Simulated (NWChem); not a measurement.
Molecule: BeF, doublet; SMILES [Be][F]

```xyz
2

Be     0.0000     0.0000    -0.9672
F      0.0000     0.0000     0.4299
```
Atoms are numbered in this order, from 1.

Level: PBE0/def2-SVP, spin-unrestricted (NWChem), optimised geometry, unscaled harmonic frequencies. The spin multiplicity was typed, not searched, and may not be the lowest.

Problem. List the harmonic frequencies with IR intensities, and the thermochemistry.

Solution. 
```csv
frequency (cm⁻¹),IR intensity (km/mol)
1230,94.0
```

```yaml
zero_point_energy: 1.8 kcal/mol
thermal correction to the enthalpy at 298.15 K (with zero-point energy): 3.8 kcal/mol
heat capacity Cv: 5.2 cal/(mol K)
dipole_moment: 1.24 D
```

Rigid rotor and harmonic oscillator.
